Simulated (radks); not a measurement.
The strontium ion Sr4+, 34 electrons, occupied as [Ar] 3d10 4s1 4p4 5s1 (not the ground configuration). Method: scalar-relativistic Kohn-Sham, PBE, spin-polarised, spherical densities, point nucleus; open shells are filled with parallel spins first (spin-orbit coupling, left out, can overturn this in heavy ions); computed with a radial shooting solver on a logarithmic mesh with Libxc functionals.

Local quantities along the radius. ELF = 1/(1 + alpha^2) is the electron localisation function; alpha = (tau - tau_W)/tau_unif compares the Pauli kinetic energy density with that of the uniform gas (summed over spins); -r V(r) is the screened charge that the Kohn-Sham potential of spin up presents (atomic units). tau is taken from the large components.

r (bohr)	ELF	alpha	-r V(r)
0.001999	1.000	0.02053	37.71
0.002645	1.000	0.02128	37.60
0.0035	0.999	0.02275	37.46
0.00463	0.999	0.02524	37.27
0.006127	0.999	0.02929	37.02
0.008106	0.999	0.03598	36.69
0.01064	0.998	0.04706	36.27
0.01408	0.995	0.06789	35.72
0.01863	0.988	0.1098	35.02
0.02465	0.960	0.2036	34.14
0.03261	0.843	0.4310	33.04
0.04315	0.532	0.9380	31.71
0.05709	0.308	1.499	30.09
0.07494	0.395	1.237	28.28
0.09915	0.671	0.7006	26.17
0.1312	0.780	0.5305	23.75
0.1736	0.610	0.7995	21.08
0.2297	0.279	1.607	18.22
0.3039	0.430	1.151	15.40
0.4021	0.739	0.5938	12.66
0.5278	0.758	0.5648	10.30
0.6983	0.465	1.073	8.398
0.9239	0.224	1.859	7.056
1.222	0.573	0.8639	6.275
1.617	0.585	0.8416	5.557
2.14	0.201	1.995	5.019
2.832	0.460	1.083	4.787
3.717	0.929	0.2770	4.527
4.918	0.991	0.09503	4.439
6.507	0.997	0.05914	4.178

On this mesh the ELF has minima near r = 0.057, 0.23, 0.92, 2.1 bohr, which separate the shells, and maxima near 0.13 (0.78), 0.46 (0.78), 1.4 (0.67).

Self-consistent cycle (total energy in hartree, residual of the potential): 1: -3163.427205, 1e+01; 2: -3170.376323, 6e+00; 3: -3173.274716, 5e-01; 4: -3173.295408, 4e-01; 5: -3173.307723, 9e-02; 6: -3173.308825, 5e-03; 7: -3173.308820, 2e-03; 8: -3173.308817, 8e-05; 9: -3173.308817, 4e-05; 10: -3173.308817, 5e-06; 11: -3173.308817, 2e-06; 12: -3173.308817, 5e-07; 13: -3173.308817, 4e-09.
